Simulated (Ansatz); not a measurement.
Ansatz (a first-principles code) input (CCSD(T)/STO-3G):

Ansatz 0.2 input:
```yaml
crystal:
  periodic: [false, false, false]
  atoms:
    - {symbol: C, position_ang: [0.20756671, -1.27918007, 0.31677207]}
    - {symbol: C, position_ang: [1.12713930, -0.21698356, 0.02421921]}
    - {symbol: N, position_ang: [0.59409187, 0.98334551, -0.26388317]}
    - {symbol: N, position_ang: [-0.73106991, 0.74339095, -0.16759123]}
    - {symbol: C, position_ang: [-0.97906541, -0.57486667, 0.17134272]}
    - {symbol: H, position_ang: [2.21258428, -0.27635508, 0.00984356]}
    - {symbol: H, position_ang: [-1.37271038, 1.49934109, -0.34076485]}
    - {symbol: H, position_ang: [-2.01487117, -0.88395942, 0.27723803]}
basis:
  gaussian:
    orbitals: STO-3G
total_charge: -1
magnetization: {spin_polarized: false}
correlation: {method: ccsd_t, electrons: outside_noble_gas}
```

End of the output:

```
integrals: 0.00 GiB planned
399 factors; integrals over basis functions are off by at most 4.6e-5 eV
0.06 GiB of device memory are held for the factors and their scratch space
mean field: 0.08 GiB planned
mean field evaluation 1: about -6013.8722 eV, gradient 3.4e1 eV
mean field evaluation 2: about -6014.1409 eV, gradient 3.4e1 eV
mean field evaluation 4: about -6017.9808 eV, gradient 2.9e0 eV
mean field evaluation 8: about -6018.0477 eV, gradient 6.0e-2 eV
mean field evaluation 16: about -6017.7082 eV, gradient 2.9e0 eV
mean field -6018.04357136 eV, -221.1590220712 hartree, gradient 1.7e-6 eV, S^2 0.000000; 0 other end points of the search recorded, 0 dependent functions left out; unrestricted orbitals would lower it
5 core orbitals not correlated
reference -6018.04357136 eV, -221.1590220712 hartree; 13, 13 occupied and 10, 10 virtual orbitals, 399 factors
second order -7.54807328 eV of doubles, -0.00000000 eV of singles
coupled cluster: 0.10 GiB planned
cycle   1  -8.24426024 eV  change   -7.0e-1 eV  update   9.0e-2
cycle   2  -8.63237244 eV  change   -3.9e-1 eV  update   3.3e-2
cycle   3  -8.73935133 eV  change   -1.1e-1 eV  update   1.5e-2
cycle   4  -8.74978837 eV  change   -1.0e-2 eV  update   4.6e-3
cycle   5  -8.74876233 eV  change    1.0e-3 eV  update   1.4e-3
cycle   6  -8.74801686 eV  change    7.5e-4 eV  update   4.9e-4
cycle   7  -8.74801666 eV  change    2.0e-7 eV  update   1.9e-4
cycle   8  -8.74812316 eV  change   -1.1e-4 eV  update   7.3e-5
cycle   9  -8.74812339 eV  change   -2.3e-7 eV  update   2.5e-5
coupled cluster: 0.10 GiB planned
perturbative correction -0.25299339 eV, -0.0092973357 hartree
Total energy: -6027.04468815 eV, -221.4898070118 hartree
```

It need not be the lowest isomer of its formula. Whether it binds its extra electron was not tested at this geometry.
